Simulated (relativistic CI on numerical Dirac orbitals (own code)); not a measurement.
## Slater and spin-orbit integrals, Hg XXXIX

These numbers are calculated, not measured: Dirac-Coulomb-Breit CI, KLI orbitals optimised for each configuration, a model potential for QED, unscaled Slater integrals (own radial code, finite nucleus).

Slater integrals F^k, G^k are unscaled and averaged over j, outside the closed core [Ar] 3d10; ζ comes from projecting the Hamiltonian with its Breit term on Σ l·s of the shell.

- 4s²4p⁶4d⁶: F^2(4d,4d) = 260970, F^4(4d,4d) = 177680, ζ(4d) = 86506 cm⁻¹; <r>(4d) = 0.3841, <r^2>(4d) = 0.1688 (bohr units).
- 4s²4p⁶4d⁵4f: F^2(4d,4d) = 260820, F^4(4d,4d) = 177580, ζ(4d) = 86418, F^2(4d,4f) = 262730, F^4(4d,4f) = 170910, G^1(4d,4f) = 266540, G^3(4d,4f) = 185110, G^5(4d,4f) = 136430, ζ(4f) = 16005 cm⁻¹; <r>(4d) = 0.3844, <r^2>(4d) = 0.169, <r>(4f) = 0.3592, <r^2>(4f) = 0.1463 (bohr units).
- 4s²4p⁵4d⁷: ζ(4p) = 705550, F^2(4d,4d) = 260910, F^4(4d,4d) = 177630, F^2(4p,4d) = 262040, G^1(4p,4d) = 324820, G^3(4p,4d) = 208040, ζ(4d) = 86206 cm⁻¹; <r>(4p) = 0.3822, <r^2>(4p) = 0.1655, <r>(4d) = 0.3842, <r^2>(4d) = 0.1688 (bohr units).

Problem. Give the Racah parameters of the d shell in 4s²4p⁶4d⁶.

Solution. B = F²/49 − 5F⁴/441 = 3311 cm⁻¹ and C = 35F⁴/441 = 14102 cm⁻¹.

Averages of the first 10 configurations, taken without configuration mixing, which lowers the lowest level and can move excited configurations by several eV; other configurations of the list can lie among them:

```csv
Configuration,Parity,States,Average energy above the lowest level (eV)
4s²4p⁶4d⁶,even,210,48.2
4s²4p⁶4d⁵4f,odd,3528,289.3
4s²4p⁵4d⁷,odd,720,306.1
4s²4p⁴4d⁸,even,675,567.4
4s4p⁶4d⁷,even,240,521.1
4p⁶4d⁸,even,45,998.9
4s4p⁶4d⁶4f,odd,5880,759.8
4s4p⁵4d⁸,odd,540,777.2
4s²4p⁶4d⁵5s,even,504,599.2
4s²4p⁶4d⁵5d,even,2520,801.2
```
